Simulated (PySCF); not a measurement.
**Fe: interval between two levels**

Fe [Ar] 3d6 4s2 [5D4, M_J = 4] → Fe [Ar] 3d8 [3F4, M_J = 4], as a difference of total energies. Computed with PySCF 2.14 in x2c-TZVPall-2c (6s7p4d1f, 54 functions), with the two-component X2C-1e Hamiltonian. Correlated levels: [Ne] frozen; the 6 highest virtual spinors dropped. "Screened" scales the spin-orbit matrix elements by Boettger's factors to mimic the two-electron term; Breit and QED terms are absent.

```csv
method,interval between two levels (cm⁻¹),error (cm⁻¹)
GHF (spin-free),63681,+30807
GMP2 (spin-free),24078,-8796
GHF (screened spin-orbit),63645,+30771
GMP2 (screened spin-orbit),23991,-8882
```

Reference: 32874 cm⁻¹ (measured; NIST Handbook of Basic Atomic Spectroscopic Data (Sansonetti and Martin, J. Phys. Chem. Ref. Data 34, 1559 (2005))).

Errors of the correlated levels include the incompleteness of this basis and the frozen core.

The labels give the starting determinants; with spin-orbit coupling the two ends relaxed to ⟨J²⟩ = 20.02, ⟨L²⟩ = 6.01, ⟨S²⟩ = 6.01 and ⟨J²⟩ = 20.22, ⟨L²⟩ = 12.15, ⟨S²⟩ = 2.07.
